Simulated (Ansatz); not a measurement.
Correlation energies of CH$_{8}$BGeN, SMILES `B[N](C)[GeH3]` by basis set

```xyz
12

B     0.745    1.050   -1.047
N     0.219    0.165   -0.114
C     0.999   -0.367    0.991
Ge   -1.546   -0.422   -0.199
H     0.049    1.453   -1.936
H     1.890    1.395   -0.944
H     2.012    0.034    0.952
H     1.058   -1.459    0.948
H     0.558   -0.096    1.957
H    -1.533   -1.957   -0.311
H    -2.209    0.229   -1.412
H    -2.244   -0.025    1.115
```

Total charge 0; spin multiplicity 1. Correlated methods include outer-core shells of Ge, which these sets cover unevenly. Scalar relativity is left out up to krypton. Geometry: relaxed with PBE0-D4/def2-TZVP. Frozen core, restricted reference, Ansatz.

```
     basis      HF (Eh)  MP2 corr.
  def2-SVP  -2196.69661   -0.63985
def2-TZVPP  -2197.09629   -0.75934
def2-QZVPP  -2197.14461   -1.05474
```

(1) Estimate the CCSD correlation energy and the (T) correction in each basis where they were run (hartree).

Answers

(1) 
| basis | CCSD corr. | (T) |
| --- | --- | --- |
| def2-SVP | -0.68557 | -0.02013 |
| def2-TZVPP | -0.80049 | -0.03020 |
